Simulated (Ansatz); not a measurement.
Ansatz (a quantum-chemistry and plane-wave program) input:

Ansatz 0.2 input:
```yaml
crystal:
  periodic: [false, false, false]
  atoms:
    - {symbol: C, position_ang: [-2.53663361, -0.33844094, 0.80914118]}
    - {symbol: Si, position_ang: [-0.92736647, 0.46299158, 0.17797199]}
    - {symbol: C, position_ang: [0.40200843, -0.74154687, -0.24798900]}
    - {symbol: Si, position_ang: [2.15348064, 0.16543647, -0.60434235]}
    - {symbol: H, position_ang: [-2.94886182, -1.02021930, 0.06002605]}
    - {symbol: H, position_ang: [-2.34621249, -0.91999542, 1.71539687]}
    - {symbol: H, position_ang: [-3.30039799, 0.40943187, 1.04279052]}
    - {symbol: H, position_ang: [-0.51755528, 1.41934950, 1.24837148]}
    - {symbol: H, position_ang: [-1.32416117, 1.29540773, -0.99635601]}
    - {symbol: H, position_ang: [0.10684723, -1.25849471, -1.16917996]}
    - {symbol: H, position_ang: [0.48555571, -1.49864195, 0.53877786]}
    - {symbol: H, position_ang: [2.51082664, 0.39055042, 0.87733554]}
    - {symbol: H, position_ang: [2.97611202, -1.13545412, -0.71489041]}
basis:
  gaussian:
    orbitals: def2-TZVPD
hamiltonian:
  xc: {name: wB97M-V}
total_charge: -1
output: {forces: true}
```

Q: Which total energy does the run end on?

A: -660.56159 Eh (wB97M-V/def2-TZVPD). The basis has 241 functions.

It need not be the lowest isomer of its formula. Whether it binds its extra electron was not tested at this geometry.
